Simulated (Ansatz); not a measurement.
[V(H2S)(H2O)5]2+ (VSO5H12²⁺) was relaxed with r2SCAN-D4 (def2-SVP) in Ansatz in these states: charge +1 quintet, charge +3 triplet. The geometries follow in no particular order.

A:

Cartesian coordinates in Å:
```
V -0.012 -0.054 0.174
S 0.998 2.027 -0.738
H 0.890 0.942 -2.431
H -0.039 2.735 -1.236
O -0.708 -1.851 1.139
H -1.651 -2.025 1.275
H -0.263 -2.710 1.139
O -0.661 -0.669 -1.757
H -0.060 -0.039 -2.314
H -0.564 -1.552 -2.148
O 0.714 0.719 2.042
H 0.950 1.654 1.896
H 0.356 0.643 2.939
O -2.075 0.545 0.251
H -2.362 1.435 0.508
H -2.399 0.416 -0.658
O 1.944 -0.917 -0.003
H 2.533 -0.665 0.728
H 2.411 -0.634 -0.807
```

B:

```xyz
19

V     0.002    0.042   -0.032
S    -1.595   -0.389    1.927
H    -2.155   -1.618    1.745
H    -0.840   -0.747    3.004
O     1.222    0.547   -1.645
H     2.039    1.084   -1.618
H     1.027    0.411   -2.594
O     1.010   -1.707    0.033
H     0.878   -2.475    0.628
H     1.753   -1.942   -0.562
O    -0.949    1.818   -0.172
H    -1.691    2.163    0.370
H    -0.740    2.513   -0.833
O     1.348    0.871    1.214
H     1.200    1.642    1.803
H     2.268    0.573    1.377
O    -1.329   -0.768   -1.306
H    -2.255   -0.476   -1.446
H    -1.192   -1.542   -1.892
```

Question: Judge from the bond lengths which geometry belongs to which state (an estimate).

Answer: A is the charge +1 quintet (S2–H3 2.014 Å, V1–O14 2.150 Å, V1–O17 2.145 Å); B is the charge +3 triplet (S2–H3 1.363 Å, V1–O14 2.013 Å, V1–O17 2.013 Å).

The charge +1 quintet has come apart into loosely held pieces.
